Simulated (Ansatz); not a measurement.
The cluster Sr₆. Total charge 0; singlet. Geometry relaxed at PBE0/def2-SVP.

```
atom    x (Å)    y (Å)    z (Å)
 Sr1  -2.9205   2.2723  -1.4948
 Sr2   1.5840  -1.7879   2.1199
 Sr3  -0.8231  -1.4430  -1.2915
 Sr4  -2.2798   0.3392   2.2099
 Sr5   3.4231  -1.2237  -1.6443
 Sr6   1.0161   1.8431   0.1009
```

In the def2 sets Sr takes a core potential; there is no spin–orbit coupling. The restricted singlet is unstable towards broken spin symmetry at other levels; at PBE0/def2-SVP this wasn't settled. The geometry of the singlet was relaxed on an unsound state (restricted singlet, unstable towards broken spin symmetry at other levels and untested here). The structure comes from a short search, and lower isomers may exist.

**Question.** Estimate the harmonic wavenumbers at RKS PBE0/def2-SVP (Ansatz, unscaled). Is this a minimum?

**Answer.** 31, 42, 47, 53, 56, 62, 63, 66, 67, 75, 77, 93 cm⁻¹. Yes, no mode is imaginary beyond noise. Zero-point energy 4.4 kJ/mol. Hardware: 4 threads of Intel Xeon Platinum 8259CL on a shared host. Wall time 2.6 min.
